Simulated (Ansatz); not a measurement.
Gas-phase electronic energies from Ansatz, PBE0-D4/def2-TZVP geometries. CCSD(T)/CBS is the MP2 limit (def2-TZVPP, def2-QZVPP) plus CCSD(T) − MP2 in def2-TZVPP, frozen cores. This one scheme is used for every species. Functionals use def2-TZVPP. B3LYP here is the variant with VWN-RPA as its local correlation; programs differ in this. For Mg outer-core shells are correlated without core-valence functions, which leaves a few kJ/mol of doubt a bond. One conformer a species, not always the lowest.

`[F][Mg][O][SiH3]` + H₂ → `[F][MgH]` + `O[SiH3]`  (hydrogenolysis of a Mg–O bond)

`[F][Mg][O][SiH3]`:

Cartesian coordinates in Å:
```
F 0.528 3.174 2.247
Mg 0.293 1.761 1.247
O 0.053 0.319 0.226
Si -0.164 -0.987 -0.698
H -0.967 -0.660 -1.912
H 1.141 -1.547 -1.155
H -0.883 -2.061 0.046
```

H₂:

Z-matrix (Å, degrees):
```
H
H 1 0.746
```

`[F][MgH]`:

Z-matrix (Å, degrees):
```
Mg
F 1 1.756
H 1 1.687 2 180.0
```

`O[SiH3]`:

```xyz
6

O    -0.938   -0.871   -0.054
Si    0.368    0.132   -0.055
H    -1.762   -0.534    0.300
H     0.120    1.357   -0.865
H     1.479   -0.647   -0.648
H     0.732    0.563    1.323
```

```tsv
level	ΔE (kJ/mol)	difference from CCSD(T)/CBS
LDA (SPW92)	110.1	-25.8
revPBE-D4	120.4	-15.5
r2SCAN-D4	132.2	-3.7
B3LYP-D4	126.0	-9.9
r2SCAN0-D4	129.1	-6.8
PBE-QIDH	126.6	-9.3
r2SCAN	131.5	-4.4
r2SCANh	130.2	-5.7
r2SCAN0	128.2	-7.7
CAM-B3LYP	121.7	-14.2
RPA@PBE/def2-TZVPP	124.3	-11.6
MP2/def2-SVP	152.4	16.5
MP2/def2-TZVPP	140.1	4.2
SCS-MP2/def2-TZVPP	136.5	0.6
HF/def2-QZVPP	120.7	-15.2
MP2/def2-QZVPP	145.3	9.4
CCSD(T)/CBS	135.9	0
```

Largest T1 diagnostic among the species: 0.012.

In def2-TZVPP, CCSD(T) changes the Hartree–Fock value by +11.7 kJ/mol (the triples alone add +1.9 kJ/mol) and MP2 by +22.8 kJ/mol. Leaving LDA and LC-ωPBE aside and taking each functional with its dispersion term where it has one, the values, not all of them listed here, spread over 25.0 kJ/mol, from B97M-V to r2SCAN-D4. LDA lies −4.9 kJ/mol from PBE without D4. At CCSD(T), def2-SVP lies +6.1 kJ/mol from the extrapolated value and def2-TZVPP −6.9 kJ/mol.
